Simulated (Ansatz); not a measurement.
Start from `NC[O][InH2]` and change one atom or group to get `NCOCO`.

Ansatz, PBE0-D4/def2-TZVP geometries, multiplicity 1. Each molecule was computed in one conformer, which needn't be the lowest.

Elements past krypton have def2 core potentials.

| property | `NC[O][InH2]` |
| --- | --- |
| HOMO energy (B3LYP/def2-TZVPP) / eV | -6.72 |
| LUMO energy (B3LYP/def2-TZVPP) / eV | -1.88 |
| size of the dipole moment (PBE/def2-TZVPP) / D | 1.64 |
| HOMO–LUMO gap (PBE0/def2-TZVPP) / eV | 5.35 |
| HOMO energy (PBE/def2-TZVPP) / eV | -5.55 |
| HOMO energy (ωB97M-V/def2-TZVPP) / eV | -9.33 |

Problem. What does the change do to each property? (Estimate.)

Solution. Computed: 
| property | `NCOCO` | shift |
| --- | --- | --- |
| HOMO energy (B3LYP/def2-TZVPP) / eV | -7.09 | -0.37 |
| LUMO energy (B3LYP/def2-TZVPP) / eV | 0.60 | 2.48 |
| size of the dipole moment (PBE/def2-TZVPP) / D | 3.03 | 1.39 |
| HOMO–LUMO gap (PBE0/def2-TZVPP) / eV | 8.29 | 2.94 |
| HOMO energy (PBE/def2-TZVPP) / eV | -5.77 | -0.22 |
| HOMO energy (ωB97M-V/def2-TZVPP) / eV | -9.71 | -0.38 |

With PBE0 the HOMO falls by 0.36 eV and the LUMO rises by 2.57 eV, so the gap widens by about 2.93 eV. PBE moves the HOMO by -0.22 eV and ωB97M-V by -0.38 eV. Dipoles are sizes alone; their direction can turn.

B3LYP here is the variant with VWN-RPA as its local correlation; programs differ in this.
